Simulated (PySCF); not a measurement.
An unknown shows these calculated signals:

¹H NMR (300 MHz, computed): δ 6.62 (dtt, J = 16.7, 9.1, 1.6 Hz, 1H), 5.81 (m, 1H), 5.68 (m, 1H), 5.51 (m, 1H), 5.40 (m, 1H), 2.79 (m, 2H).

¹³C{¹H} NMR (computed): δ 156.9 (CH, t, J = 9.0 Hz), 146.6 (CH), 126.6 (CH2), 124.3 (CH, t, J = 22.3 Hz), 111.3 (C, qt, J = 353.2, 38.6 Hz), 104.9 (C, tq, J = 307.1, 39.4 Hz), 37.0 (CH2).

PySCF calculation with J couplings at B3LYP/pcJ-1 (spin–dipole term only in couplings to heteroatoms), shielding tensors at HF/pcSseg-2 (GIAO) and PBE0-D3(BJ)/def2-SVP structure; no relativistic terms, no solvent, equivalent nuclei averaged, a single conformation.

Scale: TMS for ¹H and ¹³C (reference shieldings calculated alike).

Q: Which of these does the molecule contain: a vinyl group CH=CH2, a non-aromatic C=C double bond, a CF3 group, an aldehyde, a Si–H bond, an OH group?

A: 
- A vinyl group CH=CH2: yes (δC 126.6, 146.6; δH 5.40 (dq), 5.51 (dq), 5.81 (ddt)).
- A non-aromatic C=C double bond: yes.
- A CF3 group: yes (δC 111.3).
- An aldehyde: no.
- A Si–H bond: no.
- An OH group: no.

The data belong to `C(C(/C=C/CC=C)(F)F)(F)(F)F`, C7H7F5; they needn't prove each group on their own.

Carbon signals by region: 6 in the sp2 and nitrile region (100–160 ppm), 1 below 50 ppm.

C–F couplings over four or more bonds (about 3 Hz to the para carbon of a fluoroarene) are left out. Common functionals overestimate the size of one-bond C–F couplings by tens of Hz; these are unscaled. Multiplet labels drop couplings under 1 Hz and merge nearly equal ones. Couplings among chemically equivalent protons are left out too, so labels in AA′BB′ or AA′XX′ sets are apparent multiplicities. Unscaled 3J(H,H) at this level run about 10 % above measured values. Shifts are as computed, not scaled to solution data. Of 1211 compounds with measured shifts, 218 miss one by over three times the rms of a fit or turn the order of signals round; such compounds aren't used in these exercises. Couplings across =CH–CH2 type bonds come from one rotamer and its mirror image, and can be 1–2 Hz further off.
